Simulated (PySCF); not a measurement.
A structure optimised at B3LYP-D3(BJ)/def2-SVP, used in a PySCF frequency run:

```
Sb
C 1 2.1926
H 2 1.1000 1 109.81
H 2 1.1000 3 109.43 1 -120.47
H 2 1.1000 3 109.43 4 -119.07
C 1 2.1926 2 93.93 3 47.11
H 6 1.1000 1 109.81 2 -47.11
H 6 1.1000 7 109.43 1 120.47
H 6 1.1000 7 109.43 8 119.07
C 1 2.1926 2 93.93 3 -47.11
H 10 1.1000 1 109.81 2 47.11
H 10 1.1000 11 109.43 1 120.47
H 10 1.1000 11 109.43 12 119.07
```

**Question.** Write its SMILES, formula and point group.

**Answer.** [CH3][Sb]([CH3])[CH3], C3H9Sb, C3v

**Question.** What are its rotational constants (standard atomic weights)?

**Answer.** 3.6491, 3.6491, 2.9349 GHz
